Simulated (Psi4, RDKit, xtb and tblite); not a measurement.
Relaxed torsion scan: CH₆O₂Si, SMILES OCO[SiH3]. Scanned: dihedral H5–O1–C2–O3 and dihedral O1–C2–O3–Si4; all other coordinates were relaxed at GFN2-xTB. Points at φ and −φ are mirror images. Heavy atoms are numbered in the order of the SMILES OCO[SiH3], hydrogens after them in the order of the atoms that carry them; the mirror image has the same energies with the sign of each dihedral reversed.

- GFN2-xTB (xtb and tblite)
- MMFF94 // GFN2-xTB (RDKit)
- PBE/def2-SVP // GFN2-xTB (Psi4)
- PBE-D3(BJ)/def2-SVP // GFN2-xTB (Psi4)
- UFF // GFN2-xTB (RDKit)

Energies in kcal/mol at chosen points (x: dihedral H5–O1–C2–O3 (°); y: dihedral O1–C2–O3–Si4 (°)), relative to x = 180, y = -60:

```
method               (0, 60)  (-150, -120)  (0, 150)  (0, -30)  (-30, 150)  (60, 60)  (30, 60)
-------------------  -------  ------------  --------  --------  ----------  --------  --------
GFN2-xTB                -1.8           2.3      -1.8      -1.1        -2.2      -4.3      -3.5
MMFF94                   0.9           0.5      -3.6       6.1        -3.3      -4.0      -1.9
PBE/def2-SVP             1.0           2.2       0.4       2.8        -0.7      -3.9      -1.8
PBE-D3(BJ)/def2-SVP      0.9           2.3       0.4       2.7        -0.6      -4.0      -1.9
UFF                      7.1           6.0       5.7      15.3         5.2       0.8       2.8
```

MMFF94 has few fitted parameters for silicon.
